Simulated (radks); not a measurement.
Results of a calculation; reference values are marked as such.
Fractional charge and spin in the 6s shell of gadolinium: the spin-up occupation runs from 0 to 1 and the spin-down occupation from 0 to 1; the fullest corner is Gd, [Xe] 4f(up 3.5, down 3.5) 5d(up 0.5, down 0.5) 6s(up 1, down 1). Code: a radial shooting solver on a logarithmic mesh with Libxc functionals. Model: scalar-relativistic Kohn-Sham, r2SCAN, spin-polarised, spherical densities, finite nucleus; meta-GGA in the generalised Kohn-Sham scheme; Fermi nuclear charge, rms radius of each element as measured or else 0.836 A^(1/3) + 0.57 fm. Energy (eV) minus the two flat planes that join the four corners (they meet along the diagonal where the two added fractions sum to one electron); zero is where a piecewise linear energy would lie.

down \ up,0,0.25,0.5,0.75,1
0,0.000,-0.409,-0.551,-0.418,0.000
0.25,-0.409,-0.437,-0.201,0.300,-0.371
0.5,-0.551,-0.201,0.403,-0.185,-0.498
0.75,-0.418,0.300,-0.185,-0.414,-0.377
1,0.000,-0.371,-0.498,-0.377,0.000

Corners above the fullest one (they belong to Gd+ and the next ion): (up 1, down 0) 6.259 eV, (up 0, down 1) 6.259 eV, (up 0, down 0) 18.330 eV. With half an added electron in each spin the energy lies 0.403 eV from the planes, and with half an added electron in spin up alone -0.551 eV. The planes are only a guide here: the flat-plane condition holds for ground states with one frontier orbital, while this shell lies below other occupied shells, so the corners above the fullest one are inner-hole states and not the ground states of those ions.
